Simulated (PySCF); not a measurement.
A structure optimised at PBE0-D3(BJ)/def2-SVP, used in a PySCF frequency run:

```xyz
9

F     -1.5162     2.2041     0.6799
C     -1.1468     1.1348    -0.0605
C     -1.7587    -0.1901     0.2471
C     -0.3251     0.0896     0.6010
Br     1.0995    -0.7594    -0.3398
H     -0.9332     1.3957    -1.1023
H     -2.4602    -0.2409     1.0844
H     -1.9750    -0.8606    -0.5884
H     -0.0857     0.2443     1.6556
```

### Question
Write its SMILES and formula.

### Answer
F[C@@H]1C[C@H]1Br, C3H4BrF

### Question
What are its rotational constants (standard atomic weights)?

### Answer
10.304, 1.4379, 1.3363 GHz
